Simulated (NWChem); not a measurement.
Species: CdH2; SMILES [CdH2]

def2 effective core potentials on Cd; no spin-orbit coupling.

Question: Give the equilibrium geometry at PBE0/def2-SVP with def2 effective core potentials on Cd (NWChem) as an XYZ file, with the point group.

Answer: point group D*h; any orientation.
```
3

Cd     0.0000     0.0000     0.0000
H      0.0000     0.0000    -1.6798
H      0.0000     0.0000     1.6798
```
